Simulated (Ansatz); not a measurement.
Isolated molecules relaxed with PBE0-D4/def2-TZVP in Ansatz; ΔE leaves out vibrations. CCSD(T)/CBS adds triple-zeta CCSD(T) − MP2 to the extrapolated MP2 energy (def2 sets, frozen cores). DFT in def2-TZVPP. B3LYP here is the variant with VWN-RPA as its local correlation; programs differ in this. For Ge outer-core shells are correlated without core-valence functions, which leaves a few kJ/mol of doubt a bond. Scalar relativity is left out up to krypton. Each species was taken in one conformer, which may not be the lowest.

Consider the cleavage of the Ge–B bond: `[SiH3][SiH2][BH][GeH3]` + `N[SiH2]S` → `N[SiH2][S][GeH3]` + `B[SiH2][SiH3]`.

```
   level  ΔE (kcal/mol)
  PBE-D4           -9.9
B3LYP-D4          -11.6
```

Q: What does CCSD(T)/CBS give? (Best estimate.)

A: The calculation gave: -11.3 kcal/mol. The listed levels differ from it by 1.4, -0.3 kcal/mol.

Largest T1 diagnostic among the species: 0.014.

In def2-TZVPP, CCSD(T) changes the Hartree–Fock value by +3.9 kcal/mol (the triples alone add +0.1 kcal/mol) and MP2 by +2.1 kcal/mol. From PBE to PBE0 (25 % exact exchange), in def2-TZVPP and without D4, ΔE moves by −1.2 kcal/mol.
